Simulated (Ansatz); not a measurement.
GeEt3(SiMe3) (C9H24GeSi). Total charge 0; triplet. Geometry PBE-D4/def2-SVP, that of the neutral singlet; atoms count from 1.

```xyz
35

Ge    0.624    0.008   -0.590
C     1.375   -1.820   -0.843
C     0.336   -2.868   -1.252
H     1.873   -2.113    0.107
H     2.182   -1.745   -1.605
H     0.788   -3.874   -1.388
H    -0.465   -2.973   -0.489
H    -0.164   -2.605   -2.208
C    -0.076    0.643   -2.344
C    -0.713    2.035   -2.294
H    -0.810   -0.109   -2.706
H     0.770    0.622   -3.067
H    -1.085    2.361   -3.288
H    -1.577    2.067   -1.596
H     0.007    2.808   -1.948
C     2.103    1.220   -0.032
C     2.723    0.862    1.322
H     1.702    2.256   -0.017
H     2.872    1.198   -0.836
H     3.547    1.554    1.601
H     1.973    0.904    2.142
H     3.146   -0.165    1.326
Si   -1.122   -0.014    1.062
C    -2.762   -0.556    0.266
C    -0.679   -1.230    2.457
C    -1.336    1.726    1.800
H    -3.583   -0.559    1.014
H    -2.687   -1.578   -0.159
H    -3.056    0.129   -0.556
H    -0.546   -2.260    2.066
H     0.265   -0.938    2.962
H    -1.480   -1.260    3.225
H    -0.397    2.080    2.275
H    -1.616    2.463    1.020
H    -2.131    1.732    2.575
```

At PBE0-D4/def2-SVP a singlet of charge 0 lies 6.02 eV below the triplet at the same geometry.

(1) Estimate the Mulliken populations of the heavy atoms from the PBE0/def2-SVP orbitals of Ansatz.

(2) Where does the spin sit?

(3) And the Mayer bond orders between heavy atoms (over 0.3)?

## Answers

(1) 
```tsv
atom	charge (e)	spin (α − β)
Ge1	0.20	0.78
C2	-0.24	0.02
C3	-0.10	0.00
C9	-0.21	0.09
C10	-0.07	-0.01
C16	-0.26	0.01
C17	-0.06	-0.01
Si23	0.13	0.81
C24	-0.25	-0.01
C25	-0.21	0.00
C26	-0.28	-0.02
```
Mulliken values depend strongly on the basis.

(2) Summed by element: Ge 0.78, C 0.06, H 0.35, Si 0.81, of 2 unpaired in all. Largest on single atoms: Si23 0.81, Ge1 0.78, C9 0.09.

(3) Ge1–C2 0.87 (1.99 Å); Ge1–C9 0.77 (1.99 Å); Ge1–C16 0.94 (1.99 Å); Ge1–Si23 1.02 (2.40 Å); C2–C3 1.08 (1.53 Å); C9–C10 1.08 (1.53 Å); C16–C17 1.08 (1.53 Å); Si23–C24 0.89 (1.90 Å); Si23–C25 0.86 (1.90 Å); Si23–C26 0.99 (1.90 Å).
